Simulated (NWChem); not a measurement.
Program: NWChem. System: tin monoxide (OSn), charge 0, spin multiplicity 1, at a geometry optimised with PBE0/def2-SVP with def2 effective core potentials on Sn. Level: RHF/def2-TZVP with def2 effective core potentials on Sn.

The NWChem input:

```
start mol
memory heap 200 mb stack 900 mb global 1100 mb
geometry units angstroms nocenter noautoz
  Sn     0.000000     0.000000     0.253566
  O      0.000000     0.000000    -1.584789
  symmetry group C2v
end
basis spherical
  * library def2-tzvp
end
ecp
  Sn library def2-ecp
end
scf
  rhf
  nopen 0
  maxiter 100
  thresh 1e-7
  semidirect memsize 60000000 filesize 0
end
task scf energy
```

NWChem printed:

```
             Northwest Computational Chemistry Package (NWChem) 7.3.0
             --------------------------------------------------------

                                NWChem Input Module
                                -------------------

 Scaling coordinates for geometry "geometry" by  1.889725989
 (inverse scale =  0.529177249)

 Turning off AUTOSYM since
 SYMMETRY directive was detected!

                             Geometry "geometry" -> ""
                             -------------------------

 Output coordinates in angstroms (scale by  1.889725989 to convert to a.u.)

  No.       Tag          Charge          X              Y              Z
 ---- ---------------- ---------- -------------- -------------- --------------
    1 Sn                  50.0000     0.00000000     0.00000000     0.25356600
    2 O                    8.0000     0.00000000     0.00000000    -1.58478900

 Effective nuclear repulsion energy (a.u.)     115.1414713697

            Nuclear Dipole moment (a.u.)
            ----------------------------
        X                 Y               Z
 ---------------- ---------------- ----------------
     0.0000000000     0.0000000000    -0.0000226767

      Symmetry information
      --------------------

 Group name             C2v
 Group number             16
 Group order               4
 No. of unique centers     2

      Symmetry unique atoms

     1    2


 Summary of "ao basis" -> "" (spherical)
 ------------------------------------------------------------------------------
       Tag                 Description            Shells   Functions and Types
 ---------------- ------------------------------  ------  ---------------------
 *                         def2-tzvp                  on all atoms

 Summary of "ao basis" -> "ao basis" (spherical)
 ------------------------------------------------------------------------------
       Tag                 Description            Shells   Functions and Types
 ---------------- ------------------------------  ------  ---------------------
 Sn                        def2-tzvp                16       50   6s5p3d2f
 O                         def2-tzvp                11       31   5s3p2d1f

                                 NWChem SCF Module
                                 -----------------

  ao basis        = "ao basis"
  functions       =    81
  atoms           =     2
  closed shells   =    15
  open shells     =     0
  charge          =   0.00
  wavefunction    = RHF
  use symmetry    = T
  symmetry adapt  = T

 Summary of "ao basis" -> "ao basis" (spherical)
 ------------------------------------------------------------------------------
       Tag                 Description            Shells   Functions and Types
 ---------------- ------------------------------  ------  ---------------------
 Sn                        def2-tzvp                16       50   6s5p3d2f
 O                         def2-tzvp                11       31   5s3p2d1f

      Symmetry analysis of basis
      --------------------------

        a1         35
        a2          8
        b1         19
        b2         19

 Forming initial guess at       0.1s

      Superposition of Atomic Density Guess
      -------------------------------------

 Sum of atomic energies:        -323.89641094

      Non-variational initial energy
      ------------------------------

 Total energy =    -287.931784
 1-e energy   =    -580.096242
 2-e energy   =     241.502211
 HOMO         =      -0.341840
 LUMO         =      -0.048453

      Symmetry analysis of molecular orbitals - initial
      -------------------------------------------------

 !! scf_movecs_sym_adapt:   54 vectors were symmetry contaminated

  Symmetry fudging

 !! scf_movecs_sym_adapt:   52 vectors were symmetry contaminated

  Numbering of irreducible representations:

     1 a1          2 a2          3 b1          4 b2

  Orbital symmetries:

     1 a1          2 a1          3 a1          4 b1          5 b2
     6 a1          7 b2          8 b1          9 a2         10 a1
    11 a1         12 a1         13 b2         14 b1         15 a1
    16 b2         17 b1         18 a1         19 b2         20 b1
    21 a1         22 a1         23 a2         24 a1         25 b2

 Starting SCF solution at       0.8s

 ----------------------------------------------
         Quadratically convergent ROHF

 Convergence threshold     :          1.000E-07
 Maximum no. of iterations :          100
 Final Fock-matrix accuracy:          1.000E-09
 ----------------------------------------------

              iter       energy          gnorm     gmax       time
             ----- ------------------- --------- --------- --------
                 1     -288.0156502471  1.78D+00  4.54D-01      0.8
                 2     -288.1905854075  3.79D-01  1.05D-01      0.9
                 3     -288.1956078618  3.34D-01  1.64D-01      0.9
                 4     -288.2154338245  1.30D-01  3.41D-02      0.9
                 5     -288.2172105742  6.16D-03  1.86D-03      1.0
                 6     -288.2172147886  2.96D-05  1.02D-05      1.0
                 7     -288.2172147888  2.21D-09  5.50D-10      1.1

       Final RHF  results
       ------------------

         Total SCF energy =   -288.217214788753
      One-electron energy =   -581.425687397984
      Two-electron energy =    242.546225206554
 Nuclear repulsion energy =     50.662247402676

        Time for solution =      0.4s

       Symmetry analysis of molecular orbitals - final
       -----------------------------------------------

  Numbering of irreducible representations:

     1 a1          2 a2          3 b1          4 b2

  Orbital symmetries:

     1 a1          2 a1          3 b2          4 b1          5 a1
     6 a1          7 a1          8 a2          9 b1         10 b2
    11 a1         12 a1         13 b2         14 b1         15 a1
    16 b1         17 b2         18 a1         19 b1         20 b2
    21 a1         22 a1         23 a2         24 a1         25 b2

             Final eigenvalues
             -----------------

              1
    1  -20.4958
    2   -5.8827
    3   -4.0743
    4   -4.0743
    5   -4.0605
    6   -1.3546
    7   -1.3441
    8   -1.3441
    9   -1.3306
   10   -1.3306
   11   -1.1417
   12   -0.5539
   13   -0.3986
   14   -0.3986
   15   -0.3821
   16    0.0083
   17    0.0083
   18    0.0897
   19    0.1804
   20    0.1804
   21    0.2255
   22    0.2789
   23    0.2789
   24    0.3177
   25    0.3537

                       ROHF Final Molecular Orbital Analysis
                       -------------------------------------

 Vector   13  Occ=2.000000D+00  E=-3.986205D-01  Symmetry=b2
              MO Center=  4.1D-32, -9.4D-16, -1.4D+00, r^2= 1.2D+00
   Bfn.  Coefficient  Atom+Function         Bfn.  Coefficient  Atom+Function
  ----- ------------  ---------------      ----- ------------  ---------------
    57      0.403980  2 O  py                60      0.369889  2 O  py
    63      0.274400  2 O  py                17      0.164827  1 Sn py

 Vector   14  Occ=2.000000D+00  E=-3.986205D-01  Symmetry=b1
              MO Center= -2.6D-16,  2.5D-31, -1.4D+00, r^2= 1.2D+00
   Bfn.  Coefficient  Atom+Function         Bfn.  Coefficient  Atom+Function
  ----- ------------  ---------------      ----- ------------  ---------------
    56      0.403980  2 O  px                59      0.369889  2 O  px
    62      0.274400  2 O  px                16      0.164827  1 Sn px

 Vector   15  Occ=2.000000D+00  E=-3.821042D-01  Symmetry=a1
              MO Center=  2.7D-16, -6.3D-16, -1.7D-01, r^2= 3.0D+00
   Bfn.  Coefficient  Atom+Function         Bfn.  Coefficient  Atom+Function
  ----- ------------  ---------------      ----- ------------  ---------------
     6      0.450301  1 Sn s                 58     -0.314273  2 O  pz
    61     -0.287241  2 O  pz                12     -0.270373  1 Sn pz
     5      0.259590  1 Sn s                 18      0.248211  1 Sn pz
    15      0.244530  1 Sn pz                 2      0.230265  1 Sn s
    64     -0.212742  2 O  pz                 3     -0.182463  1 Sn s

 Vector   16  Occ=0.000000D+00  E= 8.320388D-03  Symmetry=b1
              MO Center= -1.3D-15,  5.6D-31,  3.7D-01, r^2= 5.0D+00
   Bfn.  Coefficient  Atom+Function         Bfn.  Coefficient  Atom+Function
  ----- ------------  ---------------      ----- ------------  ---------------
    19      0.640101  1 Sn px                16      0.301117  1 Sn px
    10     -0.249022  1 Sn px                62     -0.214657  2 O  px
    13      0.213108  1 Sn px                56     -0.163869  2 O  px

 Vector   17  Occ=0.000000D+00  E= 8.320388D-03  Symmetry=b2
              MO Center= -1.4D-30,  3.6D-15,  3.7D-01, r^2= 5.0D+00
   Bfn.  Coefficient  Atom+Function         Bfn.  Coefficient  Atom+Function
  ----- ------------  ---------------      ----- ------------  ---------------
    20      0.640101  1 Sn py                17      0.301117  1 Sn py
    11     -0.249022  1 Sn py                63     -0.214657  2 O  py
    14      0.213108  1 Sn py                57     -0.163869  2 O  py

 Vector   18  Occ=0.000000D+00  E= 8.972864D-02  Symmetry=a1
              MO Center=  4.0D-16,  1.3D-15,  7.6D-01, r^2= 8.3D+00
   Bfn.  Coefficient  Atom+Function         Bfn.  Coefficient  Atom+Function
  ----- ------------  ---------------      ----- ------------  ---------------
    21      1.269379  1 Sn pz                18     -0.604702  1 Sn pz
    34      0.329212  1 Sn d  0              64     -0.181233  2 O  pz
     5     -0.160758  1 Sn s

 center of mass
 --------------
 x =   0.00000000 y =   0.00000000 z =   0.06417789

 moments of inertia (a.u.)
 ------------------
         169.976453285028           0.000000000000           0.000000000000
           0.000000000000         169.976453285028           0.000000000000
           0.000000000000           0.000000000000           0.000000000000

  Mulliken analysis of the total density
  --------------------------------------

    Atom       Charge   Shell Charges
 -----------   ------   -------------------------------------------------------
    1 Sn  22    21.18   0.29 -0.77  1.53  0.95  1.04  0.80 -0.40  6.36  0.48  0.60  0.12  8.96  1.05  0.12  0.04  0.01
    2 O    8     8.82   0.79  1.18  0.59  0.97  0.37  1.74  1.97  1.19  0.00  0.02  0.00

       Multipole analysis of the density wrt the origin
       ------------------------------------------------

     L   x y z        total         open         nuclear
     -   - - -        -----         ----         -------
     0   0 0 0      0.000000      0.000000     30.000000

     1   1 0 0     -0.000000      0.000000      0.000000
     1   0 1 0      0.000000      0.000000      0.000000
     1   0 0 1      2.108477      0.000000    -13.416790

     2   2 0 0    -19.705133      0.000000      0.000000
     2   1 1 0      0.000000      0.000000      0.000000
     2   1 0 1     -0.000000      0.000000      0.000000
     2   0 2 0    -19.705133      0.000000      0.000000
     2   0 1 1      0.000000      0.000000      0.000000
     2   0 0 2    -29.284652      0.000000     76.802720

 Task  times  cpu:        1.1s     wall:        1.1s

 Total times  cpu:        1.1s     wall:        1.1s
```
